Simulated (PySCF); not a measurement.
```xyz
3
charge 0 multiplicity 3, angstrom
Te    0.0000    0.0000   -0.2238
Be    1.3301    0.0000    1.6128
Be   -1.3301    0.0000    1.6128
```

Level of theory: PySCF, UPBE0, basis Te def2-TZVP with ECP28, Be def2-TZVP (scalar-relativistic core potentials, no spin–orbit coupling, density fitting).

This geometry of Be₂Te is a stationary point at this level.

(1) What is the point group?

(2) Is it a minimum?

(3) List the harmonic modes with their infrared intensities.

(4) Give the atomic charges and bond orders.

Results:

(1) C2v.

(2) Yes: all harmonic wavenumbers are real.

(3) 
| symmetry | ω (cm⁻¹) | IR (km/mol) |
| --- | --- | --- |
| a1 | 113 | 0.6 |
| b2 | 479 | 5.3 |
| a1 | 560 | 47.0 |

(4) 
```tsv
atom	Mulliken	Löwdin	polar tensor	spin (Mulliken)	Mayer order to Te1
Te1	-0.03	0.38	-0.27	0.18	–
Be2,3	0.02	-0.19	0.13	0.91	1.24
```

Other isomers or separated fragments may lie lower. At this level a broken-symmetry Ms = 0 minimum of C2v symmetry lies 36 kJ/mol below this structure. Spin–orbit coupling, left out here, can matter for elements this heavy.
